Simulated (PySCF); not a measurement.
C₆H₁₆OSi, SMILES C(C)(C[SiH2]OC)(C)C, singlet, GFN2-xTB optimised geometry.

```
24

C      2.89     1.07    -1.80
O      1.78     0.68    -1.05
Si     0.26     0.48    -1.58
C     -0.60    -0.12     0.00
C     -2.13    -0.12     0.00
C     -2.67    -0.86    -1.22
C     -2.62    -0.82     1.27
C     -2.66     1.32     0.00
H      3.75     1.12    -1.13
H      2.72     2.06    -2.24
H      3.08     0.36    -2.60
H     -0.25     1.75    -2.13
H      0.22    -0.51    -2.67
H     -0.26    -1.14     0.20
H     -0.25     0.48     0.84
H     -2.42    -0.32    -2.13
H     -2.23    -1.85    -1.28
H     -3.75    -0.96    -1.16
H     -3.71    -0.81     1.32
H     -2.30    -1.86     1.28
H     -2.23    -0.33     2.16
H     -2.35     1.84    -0.90
H     -2.29     1.86     0.86
H     -3.75     1.32     0.04
```

Density from PySCF with PBE0/def2-SVP at that geometry.

Minimum of the electron density along straight lines between bonded atoms, close to the bond critical point (lines longer than 1.1 times the sum of covalent radii, or with two minima, are not listed):

```json
[
 {"bond": "C1–O2", "length / Å": "1.392", "ρ at the minimum / e bohr⁻³": "0.261", "∇²ρ there / e bohr⁻⁵": "-0.30", "position (fraction from the first atom)": "0.34"},
 {"bond": "O2–Si3", "length / Å": "1.625", "ρ at the minimum / e bohr⁻³": "0.129", "∇²ρ there / e bohr⁻⁵": "1.09", "position (fraction from the first atom)": "0.59"},
 {"bond": "Si3–C4", "length / Å": "1.893", "ρ at the minimum / e bohr⁻³": "0.115", "∇²ρ there / e bohr⁻⁵": "0.31", "position (fraction from the first atom)": "0.38"},
 {"bond": "C4–C5", "length / Å": "1.531", "ρ at the minimum / e bohr⁻³": "0.241", "∇²ρ there / e bohr⁻⁵": "-0.53", "position (fraction from the first atom)": "0.50"},
 {"bond": "C5–C6", "length / Å": "1.528", "ρ at the minimum / e bohr⁻³": "0.245", "∇²ρ there / e bohr⁻⁵": "-0.56", "position (fraction from the first atom)": "0.50"},
 {"bond": "C5–C7", "length / Å": "1.534", "ρ at the minimum / e bohr⁻³": "0.242", "∇²ρ there / e bohr⁻⁵": "-0.55", "position (fraction from the first atom)": "0.50"},
 {"bond": "C5–C8", "length / Å": "1.529", "ρ at the minimum / e bohr⁻³": "0.244", "∇²ρ there / e bohr⁻⁵": "-0.56", "position (fraction from the first atom)": "0.50"},
 {"bond": "C1–H9", "length / Å": "1.091", "ρ at the minimum / e bohr⁻³": "0.283", "∇²ρ there / e bohr⁻⁵": "-1.09", "position (fraction from the first atom)": "0.64"},
 {"bond": "C1–H10", "length / Å": "1.093", "ρ at the minimum / e bohr⁻³": "0.281", "∇²ρ there / e bohr⁻⁵": "-1.06", "position (fraction from the first atom)": "0.63"},
 {"bond": "C1–H11", "length / Å": "1.093", "ρ at the minimum / e bohr⁻³": "0.281", "∇²ρ there / e bohr⁻⁵": "-1.06", "position (fraction from the first atom)": "0.63"},
 {"bond": "Si3–H12", "length / Å": "1.471", "ρ at the minimum / e bohr⁻³": "0.117", "∇²ρ there / e bohr⁻⁵": "0.31", "position (fraction from the first atom)": "0.49"},
 {"bond": "Si3–H13", "length / Å": "1.471", "ρ at the minimum / e bohr⁻³": "0.117", "∇²ρ there / e bohr⁻⁵": "0.31", "position (fraction from the first atom)": "0.49"},
 {"bond": "C4–H14", "length / Å": "1.093", "ρ at the minimum / e bohr⁻³": "0.270", "∇²ρ there / e bohr⁻⁵": "-0.95", "position (fraction from the first atom)": "0.62"},
 {"bond": "C4–H15", "length / Å": "1.092", "ρ at the minimum / e bohr⁻³": "0.271", "∇²ρ there / e bohr⁻⁵": "-0.96", "position (fraction from the first atom)": "0.62"},
 {"bond": "C6–H16", "length / Å": "1.086", "ρ at the minimum / e bohr⁻³": "0.276", "∇²ρ there / e bohr⁻⁵": "-1.00", "position (fraction from the first atom)": "0.62"},
 {"bond": "C6–H17", "length / Å": "1.087", "ρ at the minimum / e bohr⁻³": "0.276", "∇²ρ there / e bohr⁻⁵": "-1.01", "position (fraction from the first atom)": "0.62"},
 {"bond": "C6–H18", "length / Å": "1.088", "ρ at the minimum / e bohr⁻³": "0.276", "∇²ρ there / e bohr⁻⁵": "-1.00", "position (fraction from the first atom)": "0.62"},
 {"bond": "C7–H19", "length / Å": "1.088", "ρ at the minimum / e bohr⁻³": "0.276", "∇²ρ there / e bohr⁻⁵": "-1.00", "position (fraction from the first atom)": "0.62"},
 {"bond": "C7–H20", "length / Å": "1.088", "ρ at the minimum / e bohr⁻³": "0.276", "∇²ρ there / e bohr⁻⁵": "-1.00", "position (fraction from the first atom)": "0.62"},
 {"bond": "C7–H21", "length / Å": "1.088", "ρ at the minimum / e bohr⁻³": "0.276", "∇²ρ there / e bohr⁻⁵": "-1.00", "position (fraction from the first atom)": "0.62"},
 {"bond": "C8–H22", "length / Å": "1.086", "ρ at the minimum / e bohr⁻³": "0.277", "∇²ρ there / e bohr⁻⁵": "-1.01", "position (fraction from the first atom)": "0.62"},
 {"bond": "C8–H23", "length / Å": "1.088", "ρ at the minimum / e bohr⁻³": "0.276", "∇²ρ there / e bohr⁻⁵": "-1.00", "position (fraction from the first atom)": "0.62"},
 {"bond": "C8–H24", "length / Å": "1.088", "ρ at the minimum / e bohr⁻³": "0.276", "∇²ρ there / e bohr⁻⁵": "-1.00", "position (fraction from the first atom)": "0.62"}
]
```
